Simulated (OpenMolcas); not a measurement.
**d2 ions of charge +3 down a group on the Mg site of MgO**

```
Program             : OpenMolcas 26.06
Method              : CASSCF
Spin-orbit coupling : state interaction with AMFI integrals over the reference wave functions
```

The d shell is active. Each dopant is a cluster with its nearest anions in model potentials and point charges, with no relaxation and no local charge compensation. Distances were set from a Shannon-type radius of the metal (high-spin where two are listed) plus a fixed donor radius (O 1.38 Å), in hosts weighted 0.65 to 0.35 with the host's distance in the model lattice. Ligand basis ANO-RCC-VDZP, DKH2 Hamiltonian. States (labels of O, the rotations of Oh). Energies in cm-1 above the lowest state or level, χT in cm3 K/mol; under a threefold ground state the first gap can be a small split of the lowest multiplet, not the spin-orbit step; 10Dq and B are least-squares fits to the states below 45000 cm-1, weighted by degeneracy, with a free offset, and given where the rms deviation is under 5 % of |10Dq| (or 100 cm-1) and under 700 cm-1. Spin-only χT is S(S+1) / 2 for the spin of the ground state.

```json
{"Ion": "V3+", "Shell": "3d2", "R (Å)": "2.05", "Metal basis": "ANO-RCC-VTZP", "Ground state": "3T1", "First state of that spin": "3T2 15389", "10Dq": "16964", "B (rms of fit)": "937 (34)", "First gap with spin-orbit (degeneracies)": "4.0 (2, 3)", "χT at 300 K": "0.905", "First state of another spin": "1T2 12926", "Spin-only χT": "1.000"}
{"Ion": "Nb3+", "Shell": "4d2", "R (Å)": "2.102", "Metal basis": "ANO-RCC-VTZP", "Ground state": "3T1", "First state of that spin": "3T2 33101", "10Dq": "34630", "B (rms of fit)": "636 (20)", "First gap with spin-orbit (degeneracies)": "11.8 (2, 3)", "χT at 300 K": "0.537", "First state of another spin": "1E 8712", "Spin-only χT": "1.000"}
{"Ion": "Ta3+", "Shell": "5d2", "R (Å)": "2.102", "Metal basis": "ANO-RCC-VTZP", "Ground state": "3T1", "First state of that spin": "3T2 39901", "10Dq": "", "B (rms of fit)": "", "First gap with spin-orbit (degeneracies)": "114.6 (2, 3)", "χT at 300 K": "0.235", "First state of another spin": "1E 7987", "Spin-only χT": "1.000"}
```

|10Dq| changes by a factor of 34630 / 16964 = 2.04 from V3+ to Nb3+.

B goes from 937 cm-1 (V3+) to 636 cm-1 (Nb3+).

χT departs most from the spin-only value for Ta3+, by -0.765 cm3 K/mol.

An orbital triplet at a regular site is open to Jahn-Teller coupling, which can distort the site and quench the lowest spin-orbit gaps and is left out. Without dynamic correlation the repulsion within the d shell is too large (B by tens of per cent), so at a given field states of lower spin stand too high. Ligand-to-metal charge-transfer states are missing. With no ligand orbital active B as a rule stays too high, so bands that hang on it stand too high and its fall with covalency is understated. With metal d orbitals alone and no dynamic correlation 10Dq can be off by a tenth to a fifth, either way, in oxide and fluoride hosts (holds for V3+). The least metal-like active orbital is 78 % on the metal (Löwdin) and no ligand orbital is active, so the numbers are rough (holds for Nb3+). With metal d orbitals alone the field can be off either way by tens of per cent (holds for Nb3+; Ta3+). The least metal-like active orbital is 76 % on the metal (Löwdin) and no ligand orbital is active, so the numbers are rough (holds for Ta3+). No measured value stands beside these numbers; the geometry was set by hand and not optimised.
